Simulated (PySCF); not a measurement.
## Polarisability and C₆ of Nb (niobium, neutral)

[Kr] 4d4 5s1, high-spin 6D determinant. Calculation: PySCF 2.14, in x2c-TZVPPall with one added diffuse shell each of s, p, d, f type (9s7p7d3f1g, 95 functions); scalar relativity by spin-free X2C-1e. Coupled (time-dependent) response in atomic units; α is the mean over directions.

```csv
method,mean α (bohr³),"α xx, yy, zz",C₆ (like pair),S(−4)
B3LYP,93.04,"90.92, 90.92, 97.27",1036,5267
PW91,90.22,"88.01, 88.01, 94.65",999.6,5022
```

S(−4) is the Cauchy moment in α(ω) = α(0) + S(−4) ω² + …

Reference α: 98 ± 8 bohr³ (recommended; Schwerdtfeger and Nagle, table of static dipole polarizabilities (2023 update)). Published C₆: 1140 (Gould and Bucko (2016)).

Spin-orbit coupling is absent.

α(iu) at B3LYP:

```csv
u (hartree),α(iu) (bohr³)
0,93.04
0.0500,81.85
0.100,61.90
0.200,35.46
0.300,23.36
0.500,13.14
0.750,8.122
1.00,5.685
1.50,3.309
2.00,2.172
3.00,1.138
5.00,0.4710
```

A single London oscillator, α(iu) = α/(1 + u²/ω²), gives C₆ = (3/4) ω α². Matching the computed C₆ needs ω = 4 × 1036 / (3 × 93.04²) = 0.160 hartree.

The components differ because the open shell of this determinant is not spherical; for a pure term their mean is the scalar polarisability.
